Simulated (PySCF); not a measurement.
Species: C₆H₇N₂O (doublet state).
Z-matrix (Å and degrees, GFN2-xTB geometry), rows numbered from 1:
```
C 
N   1  1.2532
C   2  1.3473  1  129.27
C   3  1.3538  2  136.78  1  -114.95
C   4  1.5169  3   95.52  2  -171.09
C   5  1.5385  4  116.23  3  -111.34
N   6  1.3883  5  118.27  4    31.81
C   3  1.4954  2  130.66  1    79.36
O   8  1.1925  3  135.82  2    -8.45
H   1  1.0914  2  124.73  3     6.31
H   1  1.0808  2  117.91  3  -174.65
H   4  1.0732  3  133.17  2    11.77
H   5  1.0929  4  116.43  3   116.07
H   6  1.1079  5  108.46  4   -90.07
H   6  1.1021  5  110.21  4   156.73
H   7  1.0192  6  112.13  5   -14.52
```

The hyperfine couplings belong to this conformer and change with its torsions.

As a line formula: `C=NC1=C[C@@H](C[NH])C1=O` [radical].

The calculation used PySCF, UKS B3LYP, pcH-1 on C H N O, non-relativistic, mean-field spin-orbit, GIAO. One conformer (not necessarily the lowest) at the GFN2-xTB geometry, without solvent, vibrations or thermal averaging. Couplings are sensitive to structure, and on GFN2-xTB geometries they can be far from those on DFT ones. The frame is twisted about the N2–C3 bond at this geometry (dihedral C1–N2–C3–C8 = 79°); couplings at other torsion angles weren't computed. Stability of the SCF solution: not tested.

Q: Break the g tensor into its mass correction, gauge correction and orbital-Zeeman/spin–orbit terms.

A: 
```
                    Δg (ppt)      1      2      3
relativistic mass correction  -0.20  -0.20  -0.20
            gauge correction  -0.01   0.04   0.03
   orbital Zeeman/spin–orbit  -0.06   1.64   5.20
                       total  -0.28   1.48   5.03
```

So g = 2.00204, 2.00380, 2.00735 and g_iso = 2.00440; the tensor is rhombic: the two nearest values differ by 33 % of g3 − g1. 

Q: What are the electron Larmor frequencies g μB B/h along the three axes at 1200 mT?

A: 33.6253, 33.6548, 33.7145 GHz for g1, g2 and g3, a range of 89.2 MHz.

Q: At 34.074 GHz, how far is the centre of the isotropic spectrum from where a free electron (g = 2.002319) resonates?

A: B = hν/(g μB) with μB/h = 13.99624 MHz/mT gives 1215.85 mT for the free electron and 1214.58 mT at g_iso, 1.26 mT lower.

Q: What effective moment and Curie constant follow for a powder?

A: With the mean of g² = 4.0176 and S(S+1) = 0.75: μ_eff = √(⟨g²⟩S(S+1)) = 1.736 μB and χT = 0.12505·⟨g²⟩·S(S+1) = 0.377 cm³ K/mol (cgs; spin-Hamiltonian part alone).

Q: In a frozen sample, at which fields do the three g values resonate at 9.5, 34, 94 and 263 GHz (hyperfine left aside), and which band first spreads them over more than twice a line width of 0.3 mT?

A: 
| band | GHz | B(g3) mT | B(g2) mT | B(g1) mT | spread mT |
| --- | --- | --- | --- | --- | --- |
| X | 9.5 | 338.13 | 338.73 | 339.03 | 0.90 |
| Q | 34.0 | 1210.16 | 1212.31 | 1213.37 | 3.21 |
| W | 94.0 | 3345.74 | 3351.68 | 3354.62 | 8.88 |
| J | 263.0 | 9360.96 | 9377.56 | 9385.79 | 24.83 |

The spread grows in proportion to the frequency. X band is the first where it exceeds 0.6 mT.

Largest spin populations (Mulliken): N7 (+0.95), H14 (+0.10) and C6 (-0.08). No atom but N7 exceeds +0.15. The positive populations add up to 1.11 and the negative ones to -0.11, together 2S = 1.

The HOMO–LUMO gaps are 4.88 eV among the α and 4.12 eV among the β orbitals.
